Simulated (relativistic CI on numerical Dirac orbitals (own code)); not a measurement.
**Judd-Ofelt analysis for Pm³⁺**

Calculated at this level of theory: Dirac-Coulomb-Breit CI, separate exchange-only KLI orbitals for each configuration, QED by a radiative potential, unscaled Slater integrals (own radial code, finite nucleus).

Configuration 4f⁴ alone, in intermediate coupling. Take Ω₂ = 3.87, Ω₄ = 2.82, Ω₆ = 1.07 (10⁻²⁰ cm²) and refractive index n = 2.08 as given. A_ED = 64π⁴e²ν³ n(n² + 2)²/[27h(2J + 1)] Σ Ω_λ |U^λ|², in Gaussian units with ν in cm⁻¹, and A_MD is n³ times the free-ion magnetic-dipole rate; a dash marks a rate that is forbidden or under 2 % of the level's free-ion decay.

Emitting level ⁵I7 at 4733 cm⁻¹ (radiative decay alone: multiphonon quenching in a host is left out, and the level can lie too high or too low):

| To | ν (cm⁻¹) | U² squared | U⁴ squared | U⁶ squared | Free-ion A(M1) (s⁻¹) |
| --- | --- | --- | --- | --- | --- |
| ⁵I4 | 4733 | 0.0000 | 0.0022 | 0.1535 | - |
| ⁵I5 | 3297 | 0.0020 | 0.0362 | 0.7868 | - |
| ⁵I6 | 1705 | 0.0365 | 0.1549 | 1.0324 | 0.332 |

Q: Give the rates, branching ratios and the radiative lifetime.

A: The rates are:

```csv
To,λ (nm),A_ED (s⁻¹),A_MD (s⁻¹),β (%)
⁵I4,2113,8.07,0,26.9
⁵I5,3033,15.2,0,50.8
⁵I6,5866,3.72,2.98,22.4
```

τ_rad = 3.33e-02 s. Computed level positions enter as ν³, so measured ones would change the rates. For the strongest line (3033 nm) and an assumed effective width Δλ = 280 nm (300 cm⁻¹), the Füchtbauer-Ladenburg formula σ = λ⁴A/(8πcn²Δλ) gives a peak emission cross-section of 0.14 × 10⁻²⁰ cm².
